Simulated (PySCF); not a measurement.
C3H6F2Si, SMILES [SiH2](F)[C@H]1[C@H](C1)F. Atoms are numbered in the order given.

```xyz
12

F      2.2160    -0.7311    -1.0306
Si     1.2385    -0.0280     0.0890
C     -0.5048    -0.6514    -0.1785
C     -1.5231     0.2177    -0.9299
C     -1.6374     0.0255     0.5436
F     -1.3178     1.0867     1.3642
H      1.7560    -0.4285     1.4393
H      1.3051     1.4568    -0.1071
H     -0.5929    -1.7457    -0.2998
H     -2.2579    -0.2714    -1.5886
H     -1.1821     1.2084    -1.2726
H     -2.4580    -0.5775     0.9695
```

The structure is a stationary point at PBE-D3(BJ)/def2-SVP. The structure was generated by enumeration; whether it is a known compound was not checked. The values are those of a single conformer.

These are PySCF with PBE-D3(BJ)/def2-SVP values and carry that method's errors.

Frequencies are harmonic and unscaled.

```tsv
mode	ν (cm⁻¹)	IR (km/mol)	moving atoms (share of kinetic energy)
1	58	1.5	F 46 %, Si 22 %, H 18 %, C 14 %
2	111	3.5	F 62 %, Si 16 %, C 13 %, H 9 %
3	188	0.6	F 38 %, C 30 %, H 18 %, Si 13 %
4	243	5.2	F 31 %, C 25 %, H 23 %, Si 21 %
5	406	4.1	C 38 %, H 35 %, F 27 %
6	483	2.0	C 54 %, F 18 %, H 15 %, Si 13 %
7	603	42.0	H 58 %, Si 19 %, C 18 %
8	676	36.7	H 41 %, C 38 %, Si 19 %
9	726	19.9	H 91 %
10	778	7.5	H 47 %, C 40 %, F 13 %
11	805	16.3	H 68 %, C 22 %
12	838	26.8	F 50 %, H 28 %, Si 20 %
13	898	207.2	H 81 %, Si 13 %
14	927	102.3	H 78 %, Si 15 %
15	948	17.0	H 48 %, C 48 %
16	974	28.0	H 49 %, C 40 %, F 10 %
17	1000	98.2	H 65 %, C 30 %
18	1021	23.1	C 60 %, H 39 %
19	1061	1.6	H 81 %, C 18 %
20	1125	17.5	H 51 %, C 42 %
21	1179	32.1	H 61 %, C 29 %, F 9 %
22	1260	28.8	H 54 %, C 45 %
23	1341	29.5	H 72 %, C 27 %
24	1416	41.4	H 52 %, C 47 %
25	2184	92.7	H 98 %
26	2195	123.9	H 96 %
27	3060	4.4	H 95 %
28	3077	3.2	H 92 %, C 8 %
29	3090	13.5	H 91 %, C 9 %
30	3157	1.6	H 89 %, C 11 %
```
